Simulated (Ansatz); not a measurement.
This singlet lies 2.59 eV below the relaxed triplet at the level frozen-core CCSD(T)/cc-pVTZ // B3LYP-D3(BJ)/def2-TZVP (Ansatz, a first-principles code).

Level of theory: B3LYP-D3(BJ)/def2-TZVP (Ansatz). No frequencies were computed at this level.

Ansatz 0.2 input:
```yaml
crystal:
  periodic: [false, false, false]
  atoms:
    - { symbol: Cl, position_ang: [1.651866, -0.462857, -0.000005] }
    - { symbol: Ge, position_ang: [-0.00125, 0.930124, -0.000002] }
    - { symbol: Cl, position_ang: [-1.650616, -0.467267, 0.000007] }
basis:
  gaussian: { orbitals: def2-tzvp }
hamiltonian:
  xc: b3lyp
  dispersion: d3bj
relax:
  max_steps: 150
```

Output:

```
Functional definition: B3LYP
915 factors; their error is unknown
mean field evaluation 1: about -81567.1892 eV, gradient 2.6e1 eV
mean field evaluation 2: about -81564.9868 eV, gradient 4.2e1 eV
mean field evaluation 4: about -81568.4701 eV, gradient 1.0e0 eV
mean field evaluation 8: about -81568.7511 eV, gradient 1.2e-1 eV
mean field evaluation 16: about -81568.7511 eV, gradient 2.6e-5 eV
mean field -81568.75110105 eV, -2997.5963136784 hartree, gradient 2.6e-5 eV, S^2 0.000000; 0 other end points of the search recorded, 0 dependent functions left out
reference -81568.75132161 eV, -2997.5963217836 hartree; 33, 33 occupied and 89, 89 virtual orbitals, 915 factors
relax step   1: F+E_penalty+E_count = -81568.93208843 eV  Δ(F+E_penalty+E_count) = +0.000e0 eV  max|allowed force component| = 7.913e-1 eV/Å  Δτ_max = 0.0000 Å  (26 SCF iters, accepted)
these checks for a lower state are left out or cut short: starts, cluster_reference, orbital_swaps, neighbouring_geometries, increment
915 factors; their error is unknown
mean field -81568.78123926 eV, -2997.5974212372 hartree, gradient 4.7e-5 eV, S^2 0.000000; 0 other end points of the search recorded, 0 dependent functions left out
reference -81568.78146185 eV, -2997.5974294171 hartree; 33, 33 occupied and 89, 89 virtual orbitals, 915 factors
relax step   2: F+E_penalty+E_count = -81568.95960308 eV  Δ(F+E_penalty+E_count) = -2.751e-2 eV  max|allowed force component| = 1.742e-1 eV/Å  Δτ_max = 0.0456 Å  (25 SCF iters, accepted)
these checks for a lower state are left out or cut short: starts, cluster_reference, orbital_swaps, neighbouring_geometries, increment
915 factors; their error is unknown
mean field -81568.78218506 eV, -2997.5974559945 hartree, gradient 4.2e-5 eV, S^2 0.000000; 0 other end points of the search recorded, 0 dependent functions left out
reference -81568.78240755 eV, -2997.5974641709 hartree; 33, 33 occupied and 89, 89 virtual orbitals, 915 factors
relax step   3: F+E_penalty+E_count = -81568.96070850 eV  Δ(F+E_penalty+E_count) = -1.105e-3 eV  max|allowed force component| = 3.923e-3 eV/Å  Δτ_max = 0.0105 Å  (27 SCF iters, accepted)
915 factors; their error is unknown
mean field evaluation 32: about -81563.9176 eV, gradient 4.7e1 eV
mean field -81568.78218506 eV, -2997.5974559945 hartree, gradient 4.2e-5 eV, S^2 0.000000; 1 other end points of the search recorded, 0 dependent functions left out
reference -81568.78240755 eV, -2997.5974641709 hartree; 33, 33 occupied and 89, 89 virtual orbitals, 915 factors
Total energy: -81568.96093100 eV, -2997.6040247866 hartree
Atom 0 at     1.693819    -0.468301    -0.000005 Å, force     0.003910     0.001126    -0.000000 eV/Å
Atom 1 at    -0.001259     0.941129    -0.000002 Å, force     0.000014    -0.002233     0.000000 eV/Å
Atom 2 at    -1.692560    -0.472828     0.000007 Å, force    -0.003923     0.001107     0.000000 eV/Å
Dipole moment:    -0.000614     0.457975    -0.000001 e Å
```

Cost: about 8 core-seconds (a rough figure).
